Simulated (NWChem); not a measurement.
System: CH6SeSi; SMILES C[Se][SiH3]

NWChem printed, in part:

```
             Northwest Computational Chemistry Package (NWChem) 7.3.0
             --------------------------------------------------------

 C1  symmetry detected

                             Geometry "geometry" -> ""
                             -------------------------

 Output coordinates in angstroms (scale by  1.889725989 to convert to a.u.)

  No.       Tag          Charge          X              Y              Z
 ---- ---------------- ---------- -------------- -------------- --------------
    1 Se                  34.0000    -0.47065266     0.51981184    -0.00000133
    2 C                    6.0000     1.32792506     1.29388924    -0.00003090
    3 H                    1.0000     1.19643642     2.38384138     0.00576185
    4 H                    1.0000     1.87777845     1.00205632    -0.90435986
    5 H                    1.0000     1.88176354     0.99325962     0.89899107
    6 Si                  14.0000     0.15981720    -1.66768558    -0.00001059
    7 H                    1.0000     0.96999709    -2.00360133     1.21143208
    8 H                    1.0000     0.97347571    -2.00242517    -1.20934899
    9 H                    1.0000    -1.10225195    -2.46247052    -0.00209729

 Effective nuclear repulsion energy (a.u.)     253.3438431686

                                 NWChem DFT Module
                                 -----------------

 Summary of "ao basis" -> "ao basis" (spherical)
 ------------------------------------------------------------------------------
       Tag                 Description            Shells   Functions and Types
 ---------------- ------------------------------  ------  ---------------------
 Se                         def2-svp                12       32   5s4p3d
 C                          def2-svp                 6       14   3s2p1d
 H                          def2-svp                 3        5   2s1p
 Si                         def2-svp                 8       18   4s3p1d

            General Information
            -------------------
          SCF calculation type: DFT
          Wavefunction type:  closed shell.
          No. of atoms     :     9
          No. of electrons :    60
           Alpha electrons :    30
            Beta electrons :    30
          Charge           :     0
          Spin multiplicity:     1
          Use of symmetry is: off; symmetry adaption is: off
          Maximum number of iterations: 150
          AO basis - number of functions:    94
                     number of shells:    44
          Convergence on energy requested:  1.00D-06
          Convergence on density requested:  1.00D-05
          Convergence on gradient requested:  5.00D-04

              XC Information
              --------------
                         B3LYP Method XC Potential
                     Hartree-Fock (Exact) Exchange  0.200
                        Slater Exchange Functional  0.800 local
                    Becke 1988 Exchange Functional  0.720 non-local
              Lee-Yang-Parr Correlation Functional  0.810
                  VWN I RPA Correlation Functional  0.190 local

             Grid Information
             ----------------
          Grid used for XC integration:  medium
          Radial quadrature: Mura-Knowles
          Angular quadrature: Lebedev.
          Tag              B.-S. Rad. Rad. Pts. Rad. Cut. Ang. Pts.
          ---              ---------- --------- --------- ---------
          Se                  1.15      112          10.0       590
          C                   0.70       49          11.0       434
          H                   0.35       45          13.0       434
          Si                  1.10       88          11.0       590
          Grid pruning is: on
          Number of quadrature shells:   519
          Spatial weights used:  Erf1

      Superposition of Atomic Density Guess
      -------------------------------------

 Sum of atomic energies:       -2728.87081415

      Non-variational initial energy
      ------------------------------

 Total energy =   -2730.051695
 1-e energy   =   -4301.844251
 2-e energy   =    1318.448713
 HOMO         =      -0.264609
 LUMO         =       0.037921

     ---------------------------------------------
      Total Density - Mulliken Population Analysis
     ---------------------------------------------

    Atom       Charge   Shell Charges
 -----------   ------   -------------------------------------------------------
    1 Se  34    34.35   2.00  2.00  2.00  1.33  0.56  6.00  5.98  1.95  2.48  8.20  1.75  0.11
    2 C    6     6.25   1.99  0.94  0.27  1.93  1.10  0.02
    3 H    1     0.88   0.67  0.19  0.02
    4 H    1     0.88   0.67  0.19  0.02
    5 H    1     0.88   0.67  0.19  0.02
    6 Si  14    13.54   2.00  1.99  1.00  0.27  5.94  1.08  1.13  0.13
    7 H    1     1.07   0.70  0.37  0.01
    8 H    1     1.07   0.70  0.37  0.01
    9 H    1     1.07   0.69  0.36  0.01

   convergence    iter        energy       DeltaE   RMS-Dens  Diis-err
 ---------------- ----- ----------------- --------- --------- ---------
 d= 0,ls=0.0,diis     1  -2732.3805635135 -2.99D+03  7.31D-03  3.07D-01
 d= 0,ls=0.0,diis     2  -2732.3988342007 -1.83D-02  4.30D-03  1.34D-01
 d= 0,ls=0.0,diis     3  -2732.4119770280 -1.31D-02  1.65D-03  2.74D-02
 d= 0,ls=0.0,diis     4  -2732.4155349608 -3.56D-03  3.76D-04  1.16D-03
 d= 0,ls=0.0,diis     5  -2732.4157056420 -1.71D-04  1.09D-04  8.31D-05
  Resetting Diis
 d= 0,ls=0.0,diis     6  -2732.4157192287 -1.36D-05  2.75D-05  4.56D-06
 d= 0,ls=0.0,diis     7  -2732.4157199270 -6.98D-07  7.80D-06  2.94D-07

         Total DFT energy =    -2732.415719926964
      One electron energy =    -4304.462559038718
           Coulomb energy =     1434.486124792334
    Exchange-Corr. energy =     -115.783128849132
 Nuclear repulsion energy =      253.343843168552

 Numeric. integr. density =       60.000002402766

                       DFT Final Molecular Orbital Analysis
                       ------------------------------------

 Vector   28  Occ=2.000000D+00  E=-3.409330D-01
              MO Center= -8.0D-02, -7.4D-01, -7.9D-04, r^2= 4.6D+00
   Bfn.  Coefficient  Atom+Function         Bfn.  Coefficient  Atom+Function
  ----- ------------  ---------------      ----- ------------  ---------------
    90      0.319805  9 H  s                 36     -0.215069  2 C  px
    13      0.195498  1 Se py                12      0.191333  1 Se px
    37     -0.189309  2 C  py                91      0.179498  9 H  s
    69     -0.165917  6 Si px                70     -0.155306  6 Si py
    16      0.152697  1 Se py                15      0.132754  1 Se px

 Vector   29  Occ=2.000000D+00  E=-3.010419D-01
              MO Center= -2.0D-01,  1.7D-01,  1.8D-04, r^2= 3.2D+00
   Bfn.  Coefficient  Atom+Function         Bfn.  Coefficient  Atom+Function
  ----- ------------  ---------------      ----- ------------  ---------------
    13     -0.299786  1 Se py                16     -0.291899  1 Se py
    12      0.288963  1 Se px                15      0.282966  1 Se px
    70      0.223079  6 Si py                 4     -0.218033  1 Se s
     5     -0.192326  1 Se s                 10      0.189011  1 Se py
     9     -0.184336  1 Se px                73      0.159858  6 Si py

 Vector   30  Occ=2.000000D+00  E=-2.290612D-01
              MO Center= -2.8D-01,  3.4D-01, -1.1D-04, r^2= 2.5D+00
   Bfn.  Coefficient  Atom+Function         Bfn.  Coefficient  Atom+Function
  ----- ------------  ---------------      ----- ------------  ---------------
    17      0.599610  1 Se pz                14      0.490128  1 Se pz
    11     -0.312294  1 Se pz                81     -0.127298  7 H  s
    86      0.127206  8 H  s                 52      0.104866  4 H  s
    57     -0.104254  5 H  s                  8      0.101355  1 Se pz
    80     -0.098465  7 H  s                 85      0.098350  8 H  s

 Vector   31  Occ=0.000000D+00  E=-1.864100D-04
              MO Center=  3.2D-01, -1.4D-01,  9.4D-04, r^2= 5.2D+00
   Bfn.  Coefficient  Atom+Function         Bfn.  Coefficient  Atom+Function
  ----- ------------  ---------------      ----- ------------  ---------------
    35      1.191722  2 C  s                 16     -0.729982  1 Se py
    73     -0.719358  6 Si py                48     -0.448933  3 H  s
    91     -0.367755  9 H  s                 58     -0.363885  5 H  s
    53     -0.361595  4 H  s                 64     -0.291361  6 Si s
    15     -0.275261  1 Se px                72     -0.263193  6 Si px

[...]

                         DFT ENERGY GRADIENTS

    atom               coordinates                        gradient
                 x          y          z           x          y          z
   1 Se     -0.889405   0.982302  -0.000003    0.007094  -0.001068  -0.000006
   2 C       2.509414   2.445096  -0.000058   -0.004954  -0.002863  -0.000012
   3 H       2.260937   4.504807   0.010888   -0.000310  -0.000365   0.000008
   4 H       3.548487   1.893612  -1.708992   -0.000536  -0.000075   0.000107
   5 H       3.556017   1.876989   1.698847   -0.000528  -0.000081  -0.000107
   6 Si      0.302011  -3.151469  -0.000020   -0.000720   0.004581  -0.000013
   7 H       1.833029  -3.786258   2.289275    0.000367   0.000059   0.000738
   8 H       1.839602  -3.784035  -2.285338    0.000363   0.000072  -0.000714
   9 H      -2.082954  -4.653395  -0.003963   -0.000775  -0.000261  -0.000001
```

Level: B3LYP/def2-SVP. Coordinates come from a PBE0/def2-SVP optimisation. B3LYP is NWChem's, with the RPA form of VWN correlation.

### Question
Reconstruct the input file.

### Answer
This is not unique; one that fits is the input that was run:
```
start job
memory heap 200 mb stack 900 mb global 1100 mb
geometry units angstroms noautoz
  Se    -0.476596     0.538869     0.005092
  C      1.319692     1.318238     0.001775
  H      1.185036     2.407754     0.013655
  H      1.866742     1.032633    -0.906235
  H      1.878034     1.014673     0.897017
  Si     0.160273    -1.646731    -0.008609
  H      0.976318    -1.986415     1.197836
  H      0.970019    -1.972912    -1.222902
  H     -1.099461    -2.445214    -0.009672
end
basis spherical
  Se library def2-svp
  C library def2-svp
  H library def2-svp
  Si library def2-svp
end
dft
  xc b3lyp
  iterations 150
  mulliken
end
task dft gradient
```
